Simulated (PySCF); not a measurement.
Computed with PBE0-D3(BJ)/def2-TZVP (PySCF). All species are isolated molecules in the gas phase. One relaxed conformer stands for a flexible species; it need not be the lowest. Delta-SCF ions had no search for a lower state. Excitations are Tamm–Dancoff values on a coarser integration grid. The basis has no diffuse functions, so Rydberg states are missing or too high.

Reference species (SMILES): `C=C(O)C[SiH3]` (C–C–O–H torsion 0°, O–C–C–Si torsion -69°) (neutral, multiplicity 1).

```json
{
  "vertical ionisation energy (Delta-SCF)": "8.64 eV",
  "HOMO–LUMO gap": "7.15 eV",
  "brightest of the four lowest singlets (TDA)": "6.97 eV",
  "S1–T1 gap (TDA)": "1.70 eV"
}
```

Changed species: `C/C([SiH3])=C\O` (C–C–O–H torsion 180°).

### Question
Predict the effect on the vertical ionisation energy (Delta-SCF), HOMO–LUMO gap, brightest of the four lowest singlets (TDA) and S1–T1 gap (TDA).

### Answer
the vertical ionisation energy (Delta-SCF) decreases by 0.02 eV, to 8.62 eV; the HOMO–LUMO gap decreases by 0.05 eV, to 7.10 eV; the brightest of the four lowest singlets (TDA) goes up by 0.13 eV, to 7.10 eV; the S1–T1 gap (TDA) increases by 0.03 eV, to 1.73 eV.
